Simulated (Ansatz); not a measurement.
Reaction (redistribution): `C=N[CH2][GeH3]` + `B[Se]C` → `C[Se][GeH3]` + `BCN=C`

Program: Ansatz. Geometries: PBE0-D4/def2-TZVP. ΔE: electronic, gas phase. CCSD(T)/CBS is the MP2 limit (def2-TZVPP, def2-QZVPP) plus CCSD(T) − MP2 in def2-TZVPP, frozen cores. Functionals use def2-TZVPP. For Ge, Se outer-core shells are correlated without core-valence functions, which leaves a few kJ/mol of doubt a bond. Scalar relativity is left out up to krypton. Each species was taken in one conformer, which may not be the lowest.

```tsv
level	ΔE (kJ/mol)
PBE	28.6
HF/def2-TZVPP	2.3
SCS-MP2/def2-TZVPP	27.1
CCSD(T)/def2-TZVPP	30.8
```

Q: What does CCSD(T)/CBS give? (Best estimate.)

A: The calculation gave: +28.6 kJ/mol. The listed levels differ from it by 0.0, -26.3, -1.5, 2.2 kJ/mol.

Largest T1 diagnostic among the species: 0.013.

In def2-TZVPP, CCSD(T) changes the Hartree–Fock value by +28.4 kJ/mol (the triples alone add +4.7 kJ/mol) and MP2 by +29.3 kJ/mol. From PBE to PBE0 (25 % exact exchange), in def2-TZVPP and without D4, ΔE moves by −5.9 kJ/mol.
